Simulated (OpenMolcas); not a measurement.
## Tm2+: moving or changing the point charges

Tm2+ among 12 point charges of -1 e arranged as a cuboctahedron (Oh), 2.49 Å from the ion.
```
   1.7607    1.7607    0.0000  -1.00
   1.7607   -1.7607    0.0000  -1.00
  -1.7607    1.7607    0.0000  -1.00
  -1.7607   -1.7607    0.0000  -1.00
   0.0000    1.7607    1.7607  -1.00
   0.0000    1.7607   -1.7607  -1.00
   0.0000   -1.7607    1.7607  -1.00
   0.0000   -1.7607   -1.7607  -1.00
   1.7607    0.0000    1.7607  -1.00
  -1.7607    0.0000    1.7607  -1.00
   1.7607    0.0000   -1.7607  -1.00
  -1.7607    0.0000   -1.7607  -1.00
```

| Quantity | Value |
| --- | --- |
| Program | OpenMolcas |
| Method | CASSCF |
| Basis | ANO-RCC-VDZP [7s6p4d2f1g] |
| Scalar Hamiltonian | DKH2, point nucleus |
| Active space | 13 electrons in 7 orbitals (4f) |
| State averaging | 2S+1 = 2 odd, 7 roots |
| Spin-orbit coupling | RASSI with atomic mean-field integrals over the reference wave functions |

Runs around this geometry, states (labels of O, the rotations of Oh). Energies in cm-1 above the lowest state or level, χT in cm3 K/mol; under a threefold ground state the first gap can be a small split of the lowest multiplet, not the spin-orbit step.

| R (Å) | Ground state | First state of that spin | First gap with spin-orbit (degeneracies) | Width of lowest J | χT at 300 K |
| --- | --- | --- | --- | --- | --- |
| 2.49 | 2T2 | 2A2 4.0 | 47.8 (2, 4) | 142 | 2.560 |
| 2.6 | 2A2 | 2T2 1.7 | 40.2 (2, 4) | 113 | 2.566 |
| 2.9 | 2A2 | 2T2 7.9 | 25.8 (2, 4) | 65 | 2.573 |

Taking the width of the lowest J multiplet as R^-n, n = -ln(65 / 142) / ln(2.9 / 2.49) = 5.1 between the shortest and longest distance.

The ground state changes within this set.

This is an electrostatic model: the charges have no orbitals. No measured value stands beside these numbers.
